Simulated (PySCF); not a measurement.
## Orbital picture of SrBr⁺

PBE0 at R = 2.655 Å; Sr def2-SVP with ECP28, Br def2-SVP; scalar-relativistic core potentials (PySCF 2.14). State: ¹Σ⁺ (singlet), closed shell. Only the outer orbitals are listed, counted within each symmetry, core potentials removing the inner ones.

```
orbital  occ.  ε (eV)  on Sr (%)  main shells (%)
     7σ     2  -50.66        100         100 Sr s
     4π     2  -31.13        100         100 Sr p
     4π     2  -31.13        100         100 Sr p
     8σ     2  -31.06         97          97 Sr p
     9σ     2  -23.98          5          95 Br s
    10σ     2  -12.44         18  80 Br p, 9 Sr d
     5π     2  -11.81          9          91 Br p
     5π     2  -11.81          9          91 Br p
    11σ     0   -6.99         99          84 Sr s
     2δ     0   -5.54        100         100 Sr d
     2δ     0   -5.54        100         100 Sr d
```

Q: Which are the highest filled and the lowest empty level, where do they sit, and how wide is the gap?

A: Highest filled 5π at -11.81 eV (in %: 91 Br p); lowest empty 11σ at -6.99 eV (in %: 84 Sr s); the gap at PBE0 is 4.82 eV.

```json
{
 "bond order (Mayer)": "1.33",
 "⟨S²⟩": "0.000",
 "charge on Sr (Mulliken, basis-dependent)": "1.23",
 "charge on Sr (Löwdin, basis-dependent)": "0.96",
 "dipole moment (positive dipole points towards Br; it is taken about the centre of mass and depends on that origin)": "-11.76 D",
 "polarisability along the bond": "60.6 bohr³",
 "polarisability across the bond": "25.9 bohr³"
}
```
